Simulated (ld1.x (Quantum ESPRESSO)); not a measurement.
## Ta (Z = 73): one change to a TM potential, before and after

Ta (Z = 73), norm-conserving Troullier–Martins (Kleinman–Bylander form), made with ld1.x (Quantum ESPRESSO) 7.5 (BLYP, scalar-relativistic). Core [Xe] 4f14, reference 5d3 6s1.75 6p0 (charge +0.25). Waves: 6s (bound): rc 2.70 bohr; 6p (bound, empty): rc 2.90 bohr; 5d (bound): rc 2.10 bohr. Local part: the d channel. Core correction: a·sin(br)/r model core inside 1.60 bohr.

All-electron outer shells of the reference configuration (BLYP, scalar-relativistic, ld1.x):

```
shell  level (eV)  outermost node (bohr)  outermost maximum (bohr)
   5p      -40.90                   0.58                      1.13
   4f      -26.14                      –                      0.44
   6s       -6.81                   1.32                      2.74
   5d       -5.08                   0.65                      1.58
   6p       -2.53                   1.59                      3.80
```

Change: all radii but the core radius scaled by about 1.34 (s 3.60, p 3.88, d 2.80 bohr).

Cutoffs: the cutoffs (Ry, on a coarse ladder) from which the occupation-weighted sum of valence levels, in a spherical-Bessel basis at the reference potential, stays within 10 and 1 mRy of its value at 400 Ry; they do not see the model core or the augmentation charge, which bear on the density cutoff. Errors are all-electron minus pseudo energies relative to the spin-unpolarised reference configuration.

Task: Predict the effect on cutoff, ghosts and configuration errors.

Result: The potential gets softer (30 Ry and 35 Ry → 21 Ry and 30 Ry); the bound ghosts move from p, s to s; of the 7 tests that both files solve, the error grows in 3 and shrinks in 2 by more than 15 % and 0.3 meV (median size 19.3 → 14.0 meV). A larger radius leaves more room for a smooth pseudo-wave, so fewer plane waves are needed.

| quantity | base | changed |
| --- | --- | --- |
| cutoff, loose | 30 Ry | 21 Ry |
| cutoff, tight | 35 Ry | 30 Ry |
| loose cutoff by channel (10 mRy a level) | s 6 Ry, d 21 Ry | s 6 Ry, d 18 Ry |
| bound ghosts | s, p | s |
| error for 5d3 6s2 6p0, meV [ΔE -1.51 eV] | +0.4 | +0.5 |
| error for 5d3 6s1 6p0, meV [ΔE 6.88 eV] | -5.6 | -6.9 |
| error for 5d3 6s0 6p0, meV [ΔE 21.93 eV] | -30 | -54 |
| error for 5d3 6s0 6p2, meV [ΔE 7.14 eV] | -19 | +18 |
| error for 5d2 6s2 6p0, meV [ΔE 6.03 eV] | -61 | -37 |
| error for 5d4 6s1 6p0, meV [ΔE 0.60 eV] | -37 | -14 |
| error for 5d3 6s1 6p1, meV [ΔE 2.66 eV] | -2.6 | -4.8 |

Base: These tests converged, but a pseudo level misses the all-electron one widely, so the file describes the atom poorly there or has found another state: 5d3 6s0 6p0: empty 6p by 2.4 eV. Changed file: These tests converged, but a pseudo level misses the all-electron one widely, so the file describes the atom poorly there or has found another state: 5d3 6s0 6p0: empty 6p by 2.1 eV; 5d2 6s2 6p0: empty 6p by 2.1 eV. A true bound ghost makes a file unfit for plane-wave use even where its test errors are small: the radial tests pick states by their node count and pass the ghost by.
